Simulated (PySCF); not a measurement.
Fractional electron number in Mo²⁺ (molybdenum, charge +2)

The 4d alpha orbital of [Kr] 4d4 is emptied in steps (occupation f), with all orbitals relaxed, ending at [Kr] 4d3. Calculation: PySCF 2.14, in aug-cc-pVDZ-PP with ECP28MDF (5s5p4d2f, 54 functions); a scalar-relativistic core potential. The exact energy is a straight line in f; departures are measured from the line between the end points of the same method.

Among PBE0, r2SCAN, LC-wPBE, which shows the largest delocalisation error (convex curve), and which is closest to linear?

Most convex: r2SCAN (-1.363 eV at f = 0.5); closest to linear: LC-wPBE (-0.315 eV).

| f | PBE0 (eV) | r2SCAN (eV) | LC-wPBE (eV) |
| --- | --- | --- | --- |
| 1 | 0.000 | 0.000 | 0.000 |
| 0.75 | -0.778 | -1.021 | -0.235 |
| 0.5 | -1.041 | -1.363 | -0.315 |
| 0.25 | -0.783 | -1.023 | -0.236 |
| 0 | 0.000 | 0.000 | 0.000 |

```csv
method,E(f=0) − E(f=1) (eV),−ε at f=1 (eV),−ε at f=0.5 (eV)
PBE0,27.240,23.106,27.229
r2SCAN,27.111,21.677,27.105
LC-wPBE,27.157,25.910,27.153
```

Reference removal energy between the ground levels: 27.13 ± 0.12 eV (semi-empirical (NIST evaluation); NIST Atomic Spectra Database, ionization energies). The calculation has no spin-orbit coupling. The determinant left behind need not be the lowest term of the ion.
